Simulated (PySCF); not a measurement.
Cartesian coordinates (Å):
SMILES: O[B]O
```xyz
5

O      1.0747     0.5327    -0.1732
B      0.0466    -0.3001     0.0834
O     -1.1867     0.1893     0.3202
H      1.9016     0.0729    -0.3257
H     -1.8362    -0.4948     0.4898
```
Charge 0, spin multiplicity 2.

Task: What total energy, highest occupied spin orbital and dipole moment does TPSSh-D3(BJ)/def2-TZVP // PBE0-D3(BJ)/def2-TZVP (PySCF 2.14.0) give?

Result: 
- total energy = -4805.73 eV
- highest occupied spin orbital = -5.14 eV
- dipole moment = 1.59 D
